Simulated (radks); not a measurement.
The numbers below are computed, except where a source is named.
Q: Yb5+, 65 electrons, occupied as [Kr] 4d10 4f(5/2: 6, 7/2: 6) 5s2 5p(1/2: 1, 3/2: 4). Level of theory: Dirac Kohn-Sham, relativistic LDA (MacDonald-Vosko exchange, VWN5 correlation), spin-unpolarised, spherical densities, finite nucleus; Fermi nuclear charge, rms radius 5.3108 fm (a radial shooting solver on a logarithmic mesh with Libxc functionals). Some entries of the table are withheld. Estimate them.

orbital,occ.,eigenvalue (hartree),<r^2> (bohr^2),<1/r> (bohr^-1)
1s1/2,2,-2234.807,0.0005345,80.25
2s1/2,2,-381.2023,0.008212,19.39
2p1/2,2,-364.1394,(1),19.37
2p3/2,4,-326.1314,(2),16.65
3s1/2,2,-88.10704,0.05397,7.108
3p1/2,2,-80.49728,0.04972,7.030
3p3/2,4,-72.42488,0.05646,6.330
3d3/2,4,-59.35492,0.04415,6.224
3d5/2,6,-57.58153,0.04601,6.054
4s1/2,2,-19.51401,(3),(4)
4p1/2,2,-16.42057,0.2798,2.878
4p3/2,4,-14.57462,0.3169,2.633
4d3/2,4,-9.45051,0.3519,2.419
4d5/2,6,-9.11061,0.3662,2.359
5s1/2,2,-4.42296,1.483,(5)
5p1/2,1,-3.50693,1.774,1.056
5p3/2,4,-3.22421,2.012,0.9780
4f5/2,6,(6),0.5856,1.872
4f7/2,6,(7),0.6027,1.847

A: 
(1) 2p1/2 <r^2> (bohr^2): 0.005897
(2) 2p3/2 <r^2> (bohr^2): 0.007106
(3) 4s1/2 <r^2> (bohr^2): 0.2696
(4) 4s1/2 <1/r> (bohr^-1): 2.985
(5) 5s1/2 <1/r> (bohr^-1): 1.167
(6) 4f5/2 eigenvalue (hartree): -2.80898
(7) 4f7/2 eigenvalue (hartree): -2.75396
